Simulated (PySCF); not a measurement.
Compound: (AgOH)2 ring, Ag₂H₂O₂ (singlet state).
Geometry (PBE0-D3(BJ)/def2-SVP, Å), atoms numbered from 1 in this order:
```
atom  x, y, z in Å
Ag1    1.3397    0.2636    0.4739
O2    -0.3319    1.6657    0.1185
Ag3   -1.4181   -0.2438   -0.1324
O4     0.2045   -1.6324    0.4400
H5    -0.2597    2.2176   -0.6675
H6     0.4655   -2.2706   -0.2324
```

The calculation used TDDFT B3LYP/def2-SVPD, vertical, gas phase, core orbitals frozen in the response, def2 core potentials past Kr (PySCF). Spin–orbit coupling is left out.

Computed singlets:

| state | E (eV) | f |
| --- | --- | --- |
| S1 | 2.66 | 0.0055 |
| S2 | 3.23 | 0.0000 |
| S3 | 3.33 | 0.0000 |
| S4 | 3.34 | 0.114 |
| S5 | 3.89 | 0.013 |
| S6 | 4.16 | 0.0021 |
| S7 | 4.36 | 0.0009 |
| S8 | 4.39 | 0.0017 |
| S9 | 4.47 | 0.0043 |
| S10 | 4.62 | 0.0028 |

Problem. How much of the mean static polarisability do these states give, one by one?

Solution. Each state adds f / ΔE² (ΔE in hartree, 27.2114 eV).

| state | f/ΔE² (au) | running sum (au) | running share of α (%) |
| --- | --- | --- | --- |
| S1 | 0.58 | 0.58 | 0.9 |
| S2 | 0.00 | 0.58 | 0.9 |
| S3 | 0.00 | 0.58 | 0.9 |
| S4 | 7.57 | 8.15 | 13.2 |
| S5 | 0.63 | 8.77 | 14.2 |
| S6 | 0.09 | 8.86 | 14.3 |
| S7 | 0.03 | 8.90 | 14.4 |
| S8 | 0.06 | 8.96 | 14.5 |
| S9 | 0.16 | 9.12 | 14.8 |
| S10 | 0.10 | 9.22 | 14.9 |

The full response gives 61.81 au (9.16 Å³), so 52.6 au comes from the higher roots of the same equations.

Problem. By how much does the contribution of these states grow at 1064 nm?

Solution. With ω = 0.0428 hartree each state's term in the mean polarisability goes from f / ΔE² to f / (ΔE² − ω²); the sum over all 10 states goes from 9.22 to 10.50 au, a rise of 1.28 au.

The largest single term belongs to S4, which also has the largest f.

Time: 44 s. Hardware: an Arm Neoverse V1 with one thread (shared host).
